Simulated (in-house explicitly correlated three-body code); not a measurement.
Computed with an exponentially correlated three-body code. Model: two electrons around a point charge, non-relativistic, variational in 260 exponentially correlated functions (energies converged to about 1e-7 hartree, or 1e-8 relative for large Z).

Command:
```bash
python run_hyl.py task.json out
```
Settings (lengths in bohr, energies in hartree):
```
Z                      1
screening              0.5
interaction_strength   1
functions              260
states_tried           1
```

Time taken, with all properties: 5.9 s on 1 thread of Intel(R) Xeon(R) 6975P-C (Granite Rapids), on a shared host.

**Ground state only, binding against the one-electron ion.**

Given: nuclear charge 1; Yukawa screening of all interactions 0.5 1/bohr.

Computed: one-electron threshold -0.148117022 hartree.

| term | energy (hartree) | binding (eV) |
| --- | --- | --- |
| 1 1S | -0.157826409 | 0.26421 |

**Converged states only, values per electron or pair (inverse distances are <exp(-kr)/r>).**

```tsv
term	mean r (bohr)	mean r squared (bohr²)	mean inverse r (1/bohr)	mean r12 (bohr)	mean inverse r12 (1/bohr)	mean cosine	mean p1 dot p2 (bohr⁻²)	delta r1 (bohr⁻³)	delta r12 (bohr⁻³)
1 1S	3.6799	24.917	0.30885	6.0464	0.055226	-0.056094	0.011388	0.12748	0.0014811
```
